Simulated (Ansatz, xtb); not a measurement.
# Relative energy of two conformers of CH5FSeSi

We compare X, `C[Si@H](F)[SeH]`, a singlet, with Y, `C[Si@@H](F)[SeH]`, a singlet. Both are isolated molecules in the gas phase, relaxed with B3LYP-D3(BJ)/def2-SVP.

X (Å):

```csv
atom,x (Å),y (Å),z (Å)
C,-0.0193,1.7395,-1.1680
F,0.2116,-1.0359,-1.6252
Se,0.8441,0.6512,-4.3277
Si,-0.2823,0.3333,-2.3648
H,-0.3804,2.6858,-1.5994
H,-0.5601,1.5501,-0.2266
H,-1.6997,0.1377,-2.7612
H,1.0506,1.8525,-0.9316
H,2.0773,1.0838,-3.6400
```

Y (Å):

| atom | x (Å) | y (Å) | z (Å) |
| --- | --- | --- | --- |
| C | -0.9226 | 1.7482 | -1.6184 |
| F | 0.5800 | 1.3312 | -3.9987 |
| Se | 2.1944 | 0.5474 | -1.2967 |
| Si | 0.2797 | 0.6622 | -2.5398 |
| H | -1.2127 | 1.2859 | -0.6617 |
| H | -1.8323 | 1.9057 | -2.2199 |
| H | -0.4762 | 2.7329 | -1.4083 |
| H | -0.2361 | -0.7020 | -2.8184 |
| H | 2.7659 | -0.5333 | -2.1234 |

Energies in hartree; the thermal terms are from B3LYP-D3(BJ)/def2-SVP harmonic frequencies (ideal gas, rigid rotor, one conformer each, 298.15 K, 1 atm) and include the zero-point energy:

|  | X | Y |
| --- | --- | --- |
| E, CCSD(T)/def2-SVP | −2829.313480 | −2829.313622 |
| E, MP2/def2-SVP | −2829.261930 | −2829.262111 |
| E, MP2/def2-TZVPP | −2830.002737 | −2830.002810 |
| zero-point energy | 0.056749 | 0.056705 |
| H(298 K) − E | 0.064378 | 0.064366 |
| G(298 K) − E | 0.025351 | 0.025228 |

Q: Correct the CCSD(T) difference for the basis set by the MP2 change, then work out ΔE, ΔE₀, ΔH and ΔG for X → Y in kcal/mol (1 Eh = 627.51 kcal/mol) and the equilibrium ratio [Y]/[X].

A: 1. Differences Y − X: CCSD(T) −0.000142, MP2 in the small set −0.000181, MP2 in the large set −0.000073 Eh.
2. ΔE = −0.000142 + (−0.000073 − (−0.000181)) = −0.000034 Eh = −0.02 kcal/mol.
3. ΔE₀ = ΔE + ΔZPE = −0.000034 + (−0.000044) Eh = −0.05 kcal/mol.
4. ΔH = ΔE + (−0.000012) Eh = −0.03 kcal/mol.
5. ΔG = ΔE + (−0.000123) Eh = −0.10 kcal/mol, so ΔS = (ΔH − ΔG)/T = +1.0 J/(mol K).
6. kT = 0.9442 mEh, so K = [Y]/[X] = exp(−ΔG/kT) = exp(+0.17) ≈ 1.2.

The two are too close for this level to say which is favoured. An error of 1 kcal/mol in ΔG would change K by a factor of 5.4. Mirror images and further conformers aren't counted.

Other levels gave ΔE = 0.0 (B3LYP-D3(BJ)/def2-SVP); −0.2 (HF/def2-SVP); −0.1 (MP2/def2-SVP); −0.1 (CCSD(T)/def2-SVP) kcal/mol. The correlated steps freeze 16 core orbitals; the filled d shell of Se is correlated, in a basis made for valence electrons. Programs: Ansatz 0.2.0.
